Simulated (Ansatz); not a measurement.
B3LYP has the VWN-RPA correlation part, as in Gaussian. 

**C2H5F3GeO3, SMILES `[OH][Ge]([OH])([OH])[CH2]C(F)(F)F` (charge 0, multiplicity 1)**

These are B3LYP-D3(BJ)/def2-TZVP // B3LYP-D3(BJ)/def2-SVP (Ansatz, an electronic-structure program) values and carry that method's errors.

The HOMO comes out as -8.78 eV, the dipole moment is 0.53 D and the LUMO comes out as -0.38 eV. The HOMO–LUMO gap is 8.40 eV and the vertical ionisation energy (Delta-SCF) is 11.01 eV. The total energy comes out as -2681.8706 Ha.

```xyz
14

O     -2.1870     0.1713     1.1459
Ge    -0.9897     0.2713    -0.1529
O     -1.3483     1.6966    -1.1394
O     -1.0819    -1.0842    -1.2941
C      0.7196     0.3811     0.8055
C      1.7933    -0.4926     0.2197
F      1.4023    -1.7939     0.1842
F      2.9320    -0.4507     0.9257
F      2.0905    -0.1409    -1.0443
H     -3.0934     0.2776     0.8260
H     -1.3180     1.4818    -2.0823
H     -0.5206    -1.8283    -1.0347
H      0.5400     0.0847     1.8483
H      1.0611     1.4258     0.7922
```
Charge 0, spin multiplicity 1.
